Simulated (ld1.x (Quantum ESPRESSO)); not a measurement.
Reading a pseudo-wave (H)

Columns: radius, all-electron u(r) and pseudo u(r) of the 1s shell (level -12.68 eV) of hydrogen in the configuration 1s0.5; PBE, scalar-relativistic, TM scheme, ld1.x (Quantum ESPRESSO) 7.5.

```tsv
r (bohr)	all-electron	pseudo
0.047	0.0968	0.0818
0.095	0.1863	0.1639
0.142	0.2652	0.2417
0.190	0.3376	0.3172
0.237	0.4010	0.3860
0.285	0.4586	0.4502
0.332	0.5086	0.5063
0.380	0.5536	0.5564
0.427	0.5921	0.5983
0.475	0.6262	0.6341
0.522	0.6549	0.6629
0.570	0.6798	0.6867
0.617	0.7001	0.7054
0.665	0.7172	0.7207
0.712	0.7306	0.7326
0.760	0.7412	0.7420
0.807	0.7487	0.7490
0.855	0.7538	0.7539
0.902	0.7565	0.7565
0.950	0.7572	0.7572
0.997	0.7559	0.7559
1.045	0.7528	0.7528
1.092	0.7483	0.7483
1.140	0.7423	0.7423
1.187	0.7352	0.7352
1.235	0.7268	0.7268
```

**Question.** How many radial nodes do the two functions have?

**Answer.** The all-electron 1s function has n − l − 1 = 0; the pseudo-wave has 0.

**Question.** At about which radius was the pseudo-wave matched?

**Answer.** 0.95 bohr. The columns agree to 0.0005 from 0.81 bohr on; several derivatives are matched, so the curves merge somewhat inside the radius.

**Question.** Is the pseudo-wave norm-conserving?

**Answer.** Yes: the TM scheme keeps the norm inside the radius equal to the all-electron one, which fixes the energy derivative of the logarithmic derivative at the level.
